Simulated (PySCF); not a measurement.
Structure with atom numbers: `[CH:1]#[C:2][C@@H:3]1[C:4](=[CH2:5])[C@@H:6]1[F:7]` (H(Xn): hydrogen on atom n). Ha(C5) is cis to C3; Hb(C5) is trans to C3.

Calculated, not measured (PySCF): GFN2-xTB structure, shielding tensors at PBE0/pcSseg-1 (GIAO). One computed conformer, relativity neglected, isolated molecule.

δ = σ(ref) − σ, references computed at the same level: TMS for 13C and 1H; 19F vs CFCl3.

```tsv
atoms	nucleus	count	Hirshfeld charge	δ (ppm)
C3	13C	1	-0.04	16.2
C2	13C	1	-0.05	82.6
F7	19F	1	-0.10	-234.0
Hb(C5)	1H	1	0.06	?
H(C6)	1H	1	0.06	?
H(C1)	1H	1	0.09	?
C1	13C	1	-0.11	?
C4	13C	1	-0.01	140.2
Ha(C5)	1H	1	0.06	6.23
C6	13C	1	0.05	71.7
C5	13C	1	-0.08	118.7
H(C3)	1H	1	0.07	2.21
```

Q: Estimate the values marked ?.

A: 
- C1: 75.1 ppm, terminal alkyne carbon; sp carbons lie upfield of alkene carbons because the cylindrical π system leaves one tensor component strongly shielded
- Hb(C5): 6.40 ppm, hydrogen on a terminal =CH2 carbon; a vinylic proton, deshielded by the sp2 carbon and the C=C anisotropy
- H(C6): 4.92 ppm, hydrogen on a three-membered-ring carbon; its carbon carries F, an electronegative neighbour
- H(C1): 1.33 ppm, hydrogen on a terminal alkyne carbon; it lies on the axis of the triple bond, in its shielding cone

Shifts are as computed. Against solution values, carbons near 30 ppm lie about +3 ppm off and those near 130 ppm about +5 ppm. Of 1309 compounds with measured shifts, 239 miss one by over three times the rms of a fit or turn the order of signals round; such compounds aren't used in these exercises. Unscaled 19F shifts against computed CFCl3 carry errors that often reach 10 to 50 ppm.
